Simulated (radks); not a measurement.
Results of a calculation; reference values are marked as such.
Fe15+, 11 electrons, occupied as [Ne] 3s1.

Code: a radial shooting solver on a logarithmic mesh with Libxc functionals. Model: scalar-relativistic Kohn-Sham, Slater X-alpha with alpha = 1.016, spin-polarised, spherical densities, point nucleus; open shells are filled with parallel spins first.

Energy parts (eV):
part                  energy
total             -32197.151
kinetic            32638.561
electron-nucleus  -70296.348
Hartree             7064.117
exchange           -1603.482

Orbitals (lengths in bohr, moments of r in powers of bohr; <r^-3> diverges for s and p1/2):
orbital  occ.  eigenvalue (eV)  <r^-3>
1s up       1        -7606.214       -
1s down     1        -7604.614       -
2s up       1        -1331.408       -
2s down     1        -1329.360       -
2p up       3        -1218.346   513.0
2p down     3        -1216.518   514.0
3s up       1        -491.3419       -
3s down     0        -474.9077       -

The highest occupied level is 3s up at -491.34 eV. Summed over all electrons, <r^2> = 1.044 bohr^2, which gives a Langevin (diamagnetic) susceptibility term of -0.827 x 10^-6 cm^3/mol. The density falls to 0.001 e/bohr^3 at r = 1.42 bohr. For comparison, the ionisation energy in NIST's Atomic Spectra Database is 489.31 eV (semi-empirical). In exact Kohn-Sham theory the highest level is minus the ionisation energy, but local and semilocal functionals leave it too shallow, through self-interaction and a potential that decays too fast; potentials with the right tail come closer.
